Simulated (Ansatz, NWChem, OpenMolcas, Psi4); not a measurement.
## Computed against measured: atomisation enthalpy at 298 K

8 molecules with halogens; the atomisation enthalpy at 298 K in kJ/mol, computed less measured. Shapes, held fixed at every level: PBE0-D4/def2-TZVP. Thermal terms are harmonic and unscaled (PBE0-D4/def2-TZVP); the spin-orbit lowering of the free atoms is taken from their spectra. Programs: Ansatz 0.2.0, NWChem 7.3.0, OpenMolcas 26.06, Psi4 1.11. A level may come from different programs for different species; with the same settings they agree closely. Measured values: Active Thermochemical Tables, CRC Handbook of Chemistry and Physics, NIST-JANAF tables.

Levels: A = B3LYP/6-31G* (Cartesian functions); B = MP2/def2-TZVPP; C = CCSD(T)/cc-pVDZ.

| molecule | from tabulated heats | A | B | C |
| --- | --- | --- | --- | --- |
| BBrCl2 (SMILES ClB(Cl)Br) | 1262 | -46 | +42 | -113 |
| CBr2ClF (dibromochlorofluoromethane) | 1329 | -76 | +32 | -197 |
| CBr2F2 (dibromodifluoromethane) | 1484 | -35 | +42 | -194 |
| CBrClF2 (SMILES FC(F)(Cl)Br) | 1551 | -42 | +38 | -200 |
| CH2BrF (bromofluoromethane) | 1556 | -19 | -1 | -153 |
| C2F3N (cyanotrifluoromethane) | 2640 | +1 | +66 | -272 |
| C2H3ClO (acetyl chloride) | 2700 | -30 | 0 | -227 |
| C2H3F3 (1,1,1-trifluoroethane) | 3070 | +11 | +26 | -251 |

Which level does best on this set, which worst, and which err to one side?


```csv
level,kind,mean error,mean absolute error,worst case
B3LYP/6-31G* (Cartesian functions),global hybrid,-29.5,32.5,CBr2ClF
MP2/def2-TZVPP,perturbation theory,+30.6,30.9,C2F3N
CCSD(T)/cc-pVDZ,coupled cluster or CI,-200.9,200.9,C2F3N
```

On this set MP2/def2-TZVPP has the smallest mean absolute error and CCSD(T)/cc-pVDZ the largest. B3LYP/6-31G* (Cartesian functions) is too low in 6 of 8; MP2/def2-TZVPP is too high in 6 of 8; CCSD(T)/cc-pVDZ is too low in 8 of 8. The heats of C2F3N, C2H3F3 come from older tables and can be uncertain by 10 kJ/mol or more. The molecules' own spin-orbit binding is left out, so errors for heavy halides read too negative. The tabulated value of BBrCl2 is in doubt (older tables, estimates, or at odds with other calculations) and kept here. Over the 7 molecules whose values aren't doubted the mean absolute errors are A 30.6; B 29.3; C 213.4. The smallest two are near a tie. Correlated wave functions converge slowly with the basis. Relativity is left out for Br. Outer-core shells of Br are correlated in most correlated rows, in sets that cover them unevenly. The set is small.
